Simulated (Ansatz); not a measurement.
Name a neutral molecule of C, In, N, Si and H with HOMO energy (PBE0/def2-TZVPP) between -6.30 and -6.00 eV and size of the dipole moment (ωB97M-V/def2-TZVPP) between 1.40 and 1.70 D (Ansatz, PBE0-D4/def2-TZVP geometry).

`N=[C]([SiH3])[InH2]` (-6.25 eV, 1.69 D). Other molecules can fit too; these were computed, each in one conformer that needn't be the lowest.
